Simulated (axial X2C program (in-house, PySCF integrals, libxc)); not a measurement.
**BeI⁻: cheaper levels and CCSD(T), 2c**

All values were computed with an axial X2C code built on PySCF integrals. Two-component (2c) means X2C with spin–orbit coupling and atomic mean-field two-electron Coulomb and Gaunt terms. Basis: I dyall-acv3z [12s13p9d5f1g], Be dyall-av3z [9s9p4d2f] (cores contracted in-house); Gaussian nuclei, density fitting, unrestricted open shells. Masses: I 126.904 u, Be 9.012 u.

State: Ω = 0 (closed shell); fragments I- + Be.

```
    level  Re (Å)  ωe (cm⁻¹)  De (eV)
     PBE0   2.467      307.2    0.908
       HF   2.560      241.0    0.436
      MP2   2.449      314.2    0.795
     CCSD   2.488      286.8    0.676
BHandHLYP   2.484      286.6    0.678
```

Correlated methods: 10 electrons correlated (number of frozen shells: I 4 s, 3 p, 2 d; Be 1 s), 288 virtual spin orbitals or spinors in MP2, 90 natural virtuals in coupled cluster.

CCSD(T), same Hamiltonian and basis:

Re = 2.476 Å, ωe = 297.2 cm⁻¹, De = 0.75 eV; T1 = 0.015 (Lee–Taylor normalisation).

Question: Give the differences from CCSD(T) in the columns below.

Answer: 

| level | ΔRe (Å) | Δωe (cm⁻¹) | ΔDe (eV) |
| --- | --- | --- | --- |
| PBE0 | -0.009 | 10.0 | 0.16 |
| HF | 0.084 | -56.2 | -0.31 |
| MP2 | -0.027 | 17.0 | 0.04 |
| CCSD | 0.012 | -10.4 | -0.07 |
| BHandHLYP | 0.008 | -10.6 | -0.07 |

The state is a single determinant with fixed occupations, the lowest that a limited PBE0 search found. De is counted from the lowest determinant-based energies of the atoms at the same level, without counterpoise correction. Coupled cluster ran in a truncated set of natural virtual spinors; the MP2 energy of the rest was added. (T) has no such correction and the atoms are truncated less, which lowers De at CCSD(T) by a hundredth of an eV or more. The highest occupied level of some functionals is positive through self-interaction error; at Hartree–Fock it is bound. Hartree–Fock gets electron affinities wrong, so its lowest charge split need not be the true one.
